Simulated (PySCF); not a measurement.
C₅H₆O₂. Atoms are numbered in the order given.

```xyz
13

C     -1.5309     0.1238    -0.0585
C     -0.8963     1.2934    -0.2204
O      0.4270     1.5468    -0.3284
C      1.4049     0.6081    -0.1602
C      1.3448    -0.6724     0.2448
O      0.2978    -1.4466     0.6030
C     -0.9650    -1.2641    -0.0237
H     -2.6215     0.1879    -0.0101
H     -1.4559     2.2293    -0.2887
H      2.3830     1.0331    -0.3874
H      2.2982    -1.2018     0.3332
H     -1.6537    -1.9261     0.5214
H     -0.8933    -1.6568    -1.0569
```

Coordinates come from a B3LYP-D3(BJ)/def2-SVP optimisation. Other conformers were not sampled.

Calculation: M06-2X/def2-TZVP (PySCF).

ESP charges are fitted to the potential on shells at 1.4 to 2.0 van der Waals radii. Atomic charges (e):

```json
[
 {"atom": "C1", "Löwdin": "-0.22", "Mulliken": "-0.24", "IAO": "-0.27", "ESP fit": "(withheld)"},
 {"atom": "C2", "Löwdin": "-0.26", "Mulliken": "0.03", "IAO": "0.06", "ESP fit": "0.00"},
 {"atom": "O3", "Löwdin": "0.29", "Mulliken": "-0.25", "IAO": "-0.31", "ESP fit": "(withheld)"},
 {"atom": "C4", "Löwdin": "-0.29", "Mulliken": "-0.04", "IAO": "-0.04", "ESP fit": "-0.09"},
 {"atom": "C5", "Löwdin": "-0.31", "Mulliken": "-0.03", "IAO": "-0.01", "ESP fit": "0.02"},
 {"atom": "O6", "Löwdin": "0.22", "Mulliken": "-0.28", "IAO": "-0.36", "ESP fit": "(withheld)"},
 {"atom": "C7", "Löwdin": "-0.30", "Mulliken": "-0.07", "IAO": "-0.05", "ESP fit": "0.11"},
 {"atom": "H8", "Löwdin": "0.16", "Mulliken": "0.14", "IAO": "0.16", "ESP fit": "(withheld)"},
 {"atom": "H9", "Löwdin": "0.14", "Mulliken": "0.15", "IAO": "0.16", "ESP fit": "0.13"},
 {"atom": "H10", "Löwdin": "0.15", "Mulliken": "0.15", "IAO": "0.17", "ESP fit": "(withheld)"},
 {"atom": "H11", "Löwdin": "0.15", "Mulliken": "0.14", "IAO": "0.16", "ESP fit": "(withheld)"},
 {"atom": "H12", "Löwdin": "0.14", "Mulliken": "0.14", "IAO": "0.16", "ESP fit": "0.09"},
 {"atom": "H13", "Löwdin": "0.14", "Mulliken": "0.15", "IAO": "0.15", "ESP fit": "0.07"}
]
```

Task: What belongs in the gaps? (An estimate is asked for; the answer gives what the named calculation found.)

Result: 
- C1, ESP fit: -0.22
- O3, ESP fit: -0.15
- O6, ESP fit: -0.28
- H8, ESP fit: 0.11
- H10, ESP fit: 0.12
- H11, ESP fit: 0.11

Computed Mayer and Wiberg (Löwdin basis) orders of the bonds:
```
bond    Mayer  Wiberg
------  -----  ------
C1–C2    1.82    2.03
C2–O3    1.07    1.60
O3–C4    1.02    1.54
C4–C5    1.80    2.05
C5–O6    1.08    1.63
C1–C7    0.95    1.26
O6–C7    0.93    1.41
C1–H8    0.94    0.81
C2–H9    0.98    0.85
C4–H10   0.97    0.85
C5–H11   0.97    0.84
C7–H12   0.97    0.86
C7–H13   0.97    0.86
```
